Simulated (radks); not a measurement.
Problem. Ar4+, 14 electrons, occupied as [Ne] 3s2 3p2. All-electron calculation, scalar-relativistic Kohn-Sham, B86b exchange with PBE correlation, spin-polarised, spherical densities, point nucleus; open shells are filled with parallel spins first. Program: a radial shooting solver on a logarithmic mesh with Libxc functionals. Some entries of the table are withheld. Estimate them.

| orbital | occ. | eigenvalue (hartree) | r(max) (bohr) | <1/r> (bohr^-1) |
|---|---|---|---|---|
| 1s up | 1 | -117.3208 | 0.05605 | 17.70 |
| 1s down | 1 | -117.3005 | 0.05605 | 17.70 |
| 2s up | 1 | -13.42215 | 0.3379 | 3.564 |
| 2s down | 1 | -13.40270 | 0.3381 | 3.563 |
| 2p up | 3 | -10.97135 | 0.2800 | 3.466 |
| 2p down | 3 | -10.94435 | 0.2803 | 3.465 |
| 3s up | 1 | -3.05629 | 1.114 | 1.113 |
| 3s down | 1 | -2.92200 | 1.111 | 1.113 |
| 3p up | 2 | -2.46146 | 1.166 | 1.021 |
| 3p down | 0 | -2.33156 | 1.165 | 1.016 |
| 3d up | 0 | (1) | 1.213 | 0.8227 |
| 3d down | 0 | (2) | 1.215 | 0.8130 |
| 4s up | 0 | -1.15945 | 2.674 | (3) |

Solution. 
(1) 3d up eigenvalue (hartree): -1.60435
(2) 3d down eigenvalue (hartree): -1.49109
(3) 4s up <1/r> (bohr^-1): 0.4908
